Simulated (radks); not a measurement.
The numbers below are computed, except where a source is named.
Problem. Ionisation of neutral tantalum, [Xe] 4f14 5d3 6s2, to Ta+, [Xe] 4f14 5d3 6s1, under several functionals. Scalar-relativistic Kohn-Sham, spin-unpolarised, spherical densities, finite nucleus; a radial shooting solver on a logarithmic mesh with Libxc functionals. Known Delta-SCF values: exchange-only PBE 7.781 eV. What does MS2 meta-GGA give, and what is its highest occupied eigenvalue?

Solution. 8.476 eV by Delta-SCF; the 5d eigenvalue is -3.591 eV. NIST: 7.550 eV (measured).

Beside tabulated values, note that spin-unpolarised runs miss the spin-polarisation part of the exchange energy of open shells.
